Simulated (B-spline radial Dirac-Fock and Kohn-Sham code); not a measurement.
# Cl³⁺ 3p1/2: cross section and angular parameters

System: chlorine as Cl³⁺, configuration [Ne] 3s2 3p2; threshold 50.44 eV (orbital energy of the model). Model: Dirac-Hartree-Slater photoionisation with a Latter tail; cross sections with all multipoles, angular parameters from the dipole term and its interference with E2. Program: a radial atomic solver.

For linearly polarised light dσ/dΩ = σ/(4π) [1 + β P₂(cos θ) + (δ + γ cos²θ) sin θ cos φ], with θ from the polarisation vector and φ the angle between the beam and the projection of the electron momentum on the plane normal to the polarisation.

```
hν (eV)    σ (kb)      β       γ       δ
     60       209  0.616   0.073   0.000
   61.9       209  0.702   0.067  -0.002
   75.5       195  1.089   0.022  -0.004
   98.8       160  1.376  -0.014  -0.001
    100       158  1.385  -0.015  -0.001
    146      94.0  1.571  -0.013   0.003
    150      89.9  1.579  -0.011   0.003
    157      83.6  1.591  -0.008   0.003
    162      79.5  1.599  -0.006   0.003
    192         ?      ?       ?       ?
    258      32.3  1.632   0.062   0.007
    269      29.5  1.630   0.069   0.007
    300      23.3  1.621   0.092   0.008
    309      21.8  1.618   0.098   0.008
    380      13.7  1.589   0.144   0.010
    401      12.1  1.579   0.156   0.010
    403      12.0  1.578   0.157   0.010
    600      4.59  1.487   0.265   0.016
    619      4.24  1.479   0.274   0.016
    733      2.74  1.430   0.328   0.020
    803      2.15  1.401   0.358   0.022
 1253.6     0.618  1.236   0.509   0.038
   2450    0.0793  0.943   0.730   0.083
   2510    0.0734  0.932   0.738   0.085
   3050    0.0390  0.843   0.797   0.104
   4000    0.0158  0.724   0.876   0.136
   6040   0.00380  0.556   0.996   0.197
   6930   0.00233  0.504   1.036   0.221
 8047.8   0.00136  0.452   1.079   0.250
   9870  0.000647  0.387   1.138   0.292
```

Question: Give the values at 192 eV.

Answer: σ = 58.7 kb, β = 1.626, γ = 0.013, δ = 0.004.

Values without a named source are computed, but for edge energies of neutral atoms, which are taken from tables.
